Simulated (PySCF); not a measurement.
# Ionisation energy of Mo²⁸⁺ by level of theory

Mo²⁸⁺ [Ne] 3s2 3p2 (3P) → Mo²⁹⁺ [Ne] 3s2 3p1 (2P), as a difference of total energies. Computed with PySCF 2.14 in an even-tempered Gaussian basis (16 s from 3.6 bohr⁻², ratio 2.5; 10 p from 4.7 bohr⁻², ratio 2.5; 5 d from 20 bohr⁻², ratio 2.7; 4 f from 30 bohr⁻², ratio 2.7), with no relativity, point nucleus. Correlated levels: outer shells: 1s2 frozen; virtual orbitals above 40 to 60 times the deepest correlated orbital energy dropped. The calculations carry no spin-orbit coupling.

```tsv
method	ionisation energy (eV)
UHF	1509.0
MP2 (outer shells)	1509.4
SCS-MP2 (outer shells)	1509.2
CCSD (outer shells)	1509.2
CCSD(T) (outer shells)	1509.2
```

Spin-orbit coupling is strong in these open shells (close to jj coupling). The scalar numbers leave it out and a first-order estimate fails, so it can dominate the gap to the real levels.

The gap to the reference is mostly relativistic.

For comparison: 1537 ± 3 eV (semi-empirical (NIST evaluation); NIST Atomic Spectra Database, ionization energies).
